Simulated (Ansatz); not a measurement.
This geometry of C$_{2}$H$_{4}$BO (8 atoms, charge -1, multiplicity 1) is a first-order saddle point.

All numbers below come from RKS PBE/def2-SVP in Ansatz 0.2.0.

```xyz
8
Properties=species:S:1:pos:R:3
C -0.741 1.445 -0.638
B 0.022 0.174 -0.329
C 0.580 -1.112 0.472
O 0.901 -0.705 -0.928
H -1.823 1.225 -0.405
H -0.483 2.179 0.177
H 0.064 -2.100 0.521
H 1.480 -1.105 1.130
```

(1) Which two structures does it join? (They come from a converged band through this point; their orientation in space is the band's.)

(2) How far does it lie above each of them?

Results:

(1) No bond is made or broken. The dihedral H6–C1–B2–O4 goes from -180 to 0°. The two ends are copies of one structure, up to a mirror image or an exchange of like atoms.

Initial state:

```xyz
8
Properties=species:S:1:pos:R:3
C -0.907 1.280 -0.250
B -0.090 0.079 -0.202
C 0.784 -1.052 0.421
O 0.466 -0.964 -1.007
H -1.347 1.680 -1.185
H -1.145 1.878 0.651
H 0.365 -1.957 0.924
H 1.872 -0.944 0.649
```

Final state:

```xyz
8
Properties=species:S:1:pos:R:3
C -0.906 1.281 -0.250
B -0.090 0.079 -0.202
C 0.784 -1.052 0.420
O 0.466 -0.965 -1.008
H -1.145 1.878 0.651
H -1.345 1.681 -1.185
H 0.365 -1.958 0.923
H 1.872 -0.944 0.650
```

(2) 28.5 kcal/mol above the first and 28.5 kcal/mol above the second. This is the barrier of this one path; another mechanism may lie lower. Limits of this set-up: an anion without diffuse functions, the dipole of an ion depends on the origin.

Run time: 9 min on 1 thread of Intel(R) Xeon(R) Processor @ 2.50GHz (Skylake/Cascade Lake), on a shared host, peak memory 0.14 GiB.
